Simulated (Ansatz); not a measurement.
`O=CBF` + HBr → `O=CBBr` + H–F at 600 K and 1 bar (ligand exchange at a B–F bond).

Computed with Ansatz on PBE0-D4/def2-TZVP structures; ΔE is electronic, products minus reactants. CCSD(T)/CBS adds triple-zeta CCSD(T) − MP2 to the extrapolated MP2 energy (def2 sets, frozen cores). This one scheme is used for every species. For Br outer-core shells are correlated without core-valence functions, which leaves a few kJ/mol of doubt a bond. Scalar relativity is left out up to krypton. One conformer a species, not always the lowest.

```json
{"species": "`O=CBF`", "CCSD(T)/CBS energy (Eh)": "-239.02821", "H − E (kJ/mol)": "125.4", "S (J/(mol·K))": "345.6"}
{"species": "HBr", "CCSD(T)/CBS energy (Eh)": "-2573.91920", "H − E (kJ/mol)": "33.5", "S (J/(mol·K))": "219.1"}
{"species": "`O=CBBr`", "CCSD(T)/CBS energy (Eh)": "-2712.53327", "H − E (kJ/mol)": "122.2", "S (J/(mol·K))": "370.7"}
{"species": "H–F", "CCSD(T)/CBS energy (Eh)": "-100.39570", "H − E (kJ/mol)": "42.3", "S (J/(mol·K))": "194.0"}
```

H − E and S are ideal-gas, rigid-rotor, harmonic terms from PBE0-D4/def2-TZVP, for one conformer and one mirror image of each species. 1 Eh = 2625.50 kJ/mol, R = 8.31446 J/(mol·K).

**Question.** By hand: ΔE, ΔH, ΔS and ΔG.

**Answer.** ΔE = (-2712.53327) + (-100.39570) − (-239.02821) − (-2573.91920) = 0.01844 Eh = 48.4 kJ/mol. Δ(H − E) = 122.2 + 42.3 − 125.4 − 33.5 = 5.6, so ΔH = 54.0 kJ/mol. ΔS = 370.7 + 194.0 − 345.6 − 219.1 = 0.0 J/(mol·K). ΔG = 54.0 − 600 × (0.0)/1000 = 54.0 kJ/mol.

**Question.** By hand: the equilibrium constant, and the temperature at which ΔG would vanish if ΔH and ΔS stayed fixed.

**Answer.** log₁₀ K = −ΔG/(RT ln 10) = -4.7. With ΔH or ΔS at zero there is no such temperature.

The number of gas molecules stays the same, so ΔS is small and ΔH decides. A doubt of 5 kJ/mol in ΔE shifts log₁₀ K by 0.4 here. Other conformers and mirror images would add mixing entropy, several J/(mol·K) or more a flexible species. Modes under 60 cm⁻¹, often nearly free rotors, make the harmonic entropy too high. These are equilibria of isolated gas molecules and say nothing of rates. Largest T1 diagnostic: 0.015 (customary marks: 0.02 for closed shells, 0.045 for open ones).

ΔS is within the doubt of such terms, so its sign, and with it that verdict, could turn.
